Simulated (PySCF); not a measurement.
Start geometry of `[Cl][Ge]([Cl])([Cl])[Cl]` from GFN2-xTB (Å):
```
atom  x, y, z in Å
Cl1   -0.882   -1.598   -1.139
Ge2   -0.014   -0.012   -0.014
Cl3    2.021   -0.429    0.119
Cl4   -0.172    1.890   -0.970
Cl5   -0.861    0.044    1.907
```

Task: What comes out of this run: PBE0-D3(BJ)/def2-SVP geometry optimisation, gas phase (PySCF)?

Result: 
```
atom  x, y, z in Å
Cl1   -0.9192   -1.6079   -1.0722
Ge2    0.0190   -0.0197   -0.0201
Cl3    2.1062   -0.3833    0.1315
Cl4   -0.3074    1.7973   -1.0688
Cl5   -0.8065    0.1088    1.9331
```

The energy falls by 5.0 kJ/mol over 8 energy and gradient evaluations, the largest force component goes from 0.0188 to 3.6e-04 Eh/bohr, and the atoms move by 0.066 Å rms after alignment. The bond that changes most is Ge2–Cl3 (ends: germanium bonded to 4 Cl; chlorine bonded to Ge), which lengthens by 0.042 Å. Bonds longer at the end by more than 0.005 Å: 2 of 4; shorter: 2. Among the angles that change most is Cl1–Ge2–Cl4, from 113.4° to 109.1°. The orientation of the end geometry is arbitrary; only internal coordinates are fixed.

The run used 104 basis functions and 47 SCF cycles in all. The run took 35 s of wall time on one thread, Arm Neoverse V2 (aarch64), no GPU (shared host), and the process peaked at 0.41 GiB of memory.

No frequency check.
